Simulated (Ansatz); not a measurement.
Reaction (formal exchange of groups at the Si–C bond): `CC[Si](Cl)(Cl)Cl` + `C=C(S)[SeH]` → `Cl[Si](Cl)(Cl)[SeH]` + `C=C(S)CC`

Calculated with Ansatz (gas phase, PBE0-D4/def2-TZVP geometries, no zero-point term in ΔE). CCSD(T)/CBS is the MP2 limit (def2-TZVPP, def2-QZVPP) plus CCSD(T) − MP2 in def2-TZVPP, frozen cores. For Se outer-core shells are correlated without core-valence functions, which leaves a few kJ/mol of doubt a bond. Scalar relativity is left out up to krypton. One conformer a species, not always the lowest.

```
          level  ΔE (kcal/mol)
    HF/def2-SVP          -15.5
CCSD/def2-TZVPP          -13.4
```

Task: What does CCSD(T)/CBS give? (An estimate is asked.)

Result: The calculation gave: -14.4 kcal/mol. The listed levels differ from it by -1.1, 1.0 kcal/mol.

Largest T1 diagnostic among the species: 0.011.

In def2-TZVPP, CCSD(T) changes the Hartree–Fock value by +2.2 kcal/mol (the triples alone add +0.3 kcal/mol) and MP2 by +1.9 kcal/mol. From BLYP to BHLYP (50 % exact exchange), in def2-TZVPP and without D4, ΔE moves by −1.8 kcal/mol.

CCSD(T)/CBS has its own doubt, a few kJ/mol and more with outer-core shells, so smaller differences from it don't rank the levels.
